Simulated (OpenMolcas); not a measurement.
Sm3+ among 6 point charges of -1.5 e arranged as an octahedron (Oh).

```yaml
Program: OpenMolcas 26.06
Method: CASSCF
Basis: ANO-RCC-VTZP [8s7p5d3f2g1h]
Scalar_Hamiltonian: DKH2, point nucleus
Active_space: 5 electrons in 7 orbitals (4f)
State_averaging: 2S+1 = 6 odd, 21 roots; 2S+1 = 4 odd, 128 roots kept (CI in the orbitals of an earlier block, 108 in the spin-orbit step); 2S+1 = 2 odd, 130 roots kept (CI in the orbitals of an earlier block, 41 in the spin-orbit step)
Spin-orbit_coupling: RASSI with atomic mean-field integrals over the reference wave functions
```

All point charges move together. At R = 2.46 Å the width of the lowest J multiplet is 105 cm-1, and at R = 2.75 Å it is 61 cm-1.

**Question.** A third run gives 45 cm-1. What distance was it run at?

**Answer.** With a power law R^-n the two known points give n = -ln(61 / 105) / ln(2.75 / 2.46) = 4.87. Then R = 2.46 × (105 / 45)^(1/4.87) = 2.927 Å. The run was at 2.92 Å, so the estimate is off by +0.007 Å.

High states are left out of the spin-orbit mixing, which shifts the levels that they would mix with. Point charges carry no covalency, so the field is a model and not that of real ligands. No measured value stands beside these numbers.
